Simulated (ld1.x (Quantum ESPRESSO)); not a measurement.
**Reading a pseudo-wave (S (Z = 16))**

Columns: radius, all-electron u(r) and pseudo u(r) of the 3s shell (level -17.08 eV) of sulfur in the configuration [Ne] 3s2 3p4; PBEsol, non-relativistic, TM scheme, ld1.x (Quantum ESPRESSO) 7.5.

```csv
r (bohr),all-electron,pseudo
0.088,0.1489,0.0330
0.175,-0.1636,0.0669
0.262,-0.3673,0.1035
0.350,-0.4021,0.1447
0.438,-0.3137,0.1916
0.525,-0.1605,0.2452
0.612,0.0176,0.3071
0.700,0.1966,0.3787
0.788,0.3594,0.4583
0.875,0.4972,0.5420
0.962,0.6099,0.6253
1.050,0.6985,0.7017
1.138,0.7631,0.7634
1.225,0.8058,0.8058
1.312,0.8302,0.8302
1.400,0.8393,0.8393
1.487,0.8357,0.8357
1.575,0.8219,0.8219
1.662,0.8004,0.8004
1.750,0.7727,0.7727
1.838,0.7407,0.7407
1.925,0.7061,0.7061
2.012,0.6698,0.6698
2.100,0.6322,0.6322
2.188,0.5944,0.5944
2.275,0.5574,0.5574
```

(1) How many radial nodes do the two functions have?

(2) At about which radius was the pseudo-wave matched?

(3) Where does each function peak?

(4) Is the pseudo-wave norm-conserving?

Answers

(1) The all-electron 3s function has n − l − 1 = 2; the pseudo-wave has 0, since the states of the same l below it are removed with the core.

(2) 1.25 bohr. The columns agree to 0.0005 from 1.14 bohr on; several derivatives are matched, so the curves merge somewhat inside the radius.

(3) Outermost all-electron maximum near 1.40 bohr, pseudo maximum near 1.40 bohr (to the table’s step).

(4) Yes: the TM scheme keeps the norm inside the radius equal to the all-electron one, which fixes the energy derivative of the logarithmic derivative at the level.
